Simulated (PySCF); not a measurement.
Two-component Hartree-Fock for Tb(48+) (terbium, charge +48)

Start: [Ne] 3s2 3p5; 3p1/2 filled at m_j = -1/2, +1/2; 3p3/2 filled at m_j = -1/2, +1/2, +3/2. Calculated with PySCF 2.14 in an uncontracted even-tempered set (18 s from 12 bohr⁻², ratio 2.4; 14 p from 16 bohr⁻², ratio 2.4; 4 d from 59 bohr⁻², ratio 2.6; 4 f from 88 bohr⁻², ratio 2.6): generalised Hartree-Fock with the X2C-1e Hamiltonian and a Gaussian nucleus; one run each with spin-orbit coupling (SO) switched off, then screened by Boettger's factors.

| spinor shell | electrons | ε, spin-free (eV) | ε, screened SO (eV) | weight of nominal j (screened SO) | rms radius, screened SO (bohr) |
| --- | --- | --- | --- | --- | --- |
| 1s1/2 | 2 | -55463.2 | -55451.1 | 1.000 | 0.0245 |
| 2s1/2 | 2 | -11873.0 | -11868.6 | 1.000 | 0.0977 |
| 2p1/2 | 2 | -10907.2 | -11445.3 | 1.000 | 0.0834 |
| 2p3/2 | 4 | -10907.2 | -10675.8 | 1.000 | 0.0896 |
| 3s1/2 | 2 | -4607.6 | -4606.0 | 1.000 | 0.236 |
| 3p1/2 | 2 | -4306.9 | -4440.0 | 0.999 | 0.225 |
| 3p3/2 | 3 | -4306.9 | -4248.7 | 1.000 | 0.236 |

```tsv
quantity	spin-free	screened SO
E (hartree)	-9523.85966	-9533.89019
M_J	3/2	3/2
⟨J²⟩	3.750	3.750
⟨L²⟩	2.000	2.026
⟨S²⟩	0.750	0.776
```

Each row is a mean over spinors that exchange with the open shell spreads, by up to 24.043 eV (3s1/2).

Breit and QED terms are absent; they matter most for the inner s and p1/2 levels.

Densities and radii are taken from the X2C orbitals without a picture-change correction, which distorts them close to the nucleus.

Without spin-orbit coupling the j labels of p, d and f shells carry no meaning; the spin-free column gives the mean over the occupied spinors of each nl shell.
